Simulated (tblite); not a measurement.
Species: C₇H₅FO (charge +1 and doublet state).
Z-matrix (Å and degrees, GFN2-xTB geometry), rows numbered from 1:
```
O 
C   1  1.1806
C   2  1.4808  1  127.79
C   3  1.3923  2  120.33  1    -8.35
C   4  1.3923  3  118.71  2   177.01
C   5  1.3896  4  120.76  3     2.98
C   6  1.3813  5  121.20  4    -2.47
C   7  1.3929  6  118.35  5     2.02
F   8  1.3196  3  119.23  2     3.88
H   2  1.1191  1  122.10  3  -178.54
H   4  1.0801  3  120.50  2     0.75
H   5  1.0822  4  118.46  3  -174.06
H   6  1.0832  5  119.60  4   176.59
H   7  1.0806  6  122.68  5   178.49
```

All values are computed: GFN2-xTB (tblite) harmonic vibrations without scaling, gas phase. The method is semi-empirical: single wavenumbers can be off by several per cent or more. One conformer, not necessarily the lowest. Open shells enter through the occupations alone, without spin polarisation, and single modes of such species can be off by tens of per cent.

Harmonic wavenumbers (cm⁻¹): 84.0, 168.0, 185.5, 234.6, 324.5, 365.9, 411.5, 470.2, 508.9, 525.3, 616.6, 710.5, 756.9, 785.2, 810.5, 848.2, 887.6, 897.9, 1041.4, 1071.3, 1098.3, 1138.2, 1175.9, 1196.0, 1250.1, 1308.9, 1372.8, 1404.8, 1466.7, 1489.6, 1807.7, 2621.1, 3042.9, 3058.1, 3090.0, 3094.8.

A = 2618, B = 1556, C = 977.1 MHz; mass 124.032 u (most abundant isotopes); point group C1, symmetry number 1; spin multiplicity 2.

Question: What is the zero-point energy?

Answer: Half the sum of the wavenumbers: 20660 cm⁻¹ = 59.07 kcal/mol.

Question: Give the ideal-gas entropy at 350 K and 1 bar in the rigid-rotor, harmonic-oscillator model (classical rotation).

Answer: Translation 41.18, rotation 29.26, vibration 22.09, spin (R ln 2) 1.38: S = 93.9 cal/(mol K).

Question: And Cp and H(350 K) − H(0)?

Answer: Cp = 35.87 cal/(mol K), of which vibrations give 27.92 (their classical limit is 36 R = 71.5); H(350 K) − H(0) = 7.29 kcal/mol without the zero-point energy, 4.51 from vibrations.

Question: How do the functions run with temperature in this model?

Answer: 
```csv
T (K),S (cal/(mol K)),Cp (cal/(mol K)),H − H(0) (kcal/mol),G − H(0) (kcal/mol),ln q(vib)
150,71.9,18.4,1.84,-8.94,1.24
250,83.3,27.3,4.12,-16.71,2.84
298.15,88.5,31.6,5.54,-20.85,3.69
400,99.0,39.7,9.18,-30.40,5.57
600,117.4,51.4,18.38,-52.08,9.39
900,140.4,61.5,35.46,-90.89,14.90
```

q(vib) and H(0) count from the zero-point level.

Question: Blend soft modes into free rotors: weight 1/[1 + (100 cm⁻¹/ν̃)⁴] for the oscillator and the rest for a rotor with moment μB/(μ + B), μ = h/(8π²ν), B = 10⁻⁴⁴ kg m². What vibrational entropy results?

Answer: 21.44 cal/(mol K) in place of 22.09, which changes −T·S at 350 K by +0.23 kcal/mol.

Question: What must be added to the electronic energy to get the Gibbs energy at 350 K and 1 bar?

Answer: ZPE + [H(350 K) − H(0)] − T·S = 59.07 + 7.29 − 32.87 = 33.49 kcal/mol.

Hindered rotation and anharmonicity are outside this model. Other conformers, if any are populated, would add a mixing term that is left out.
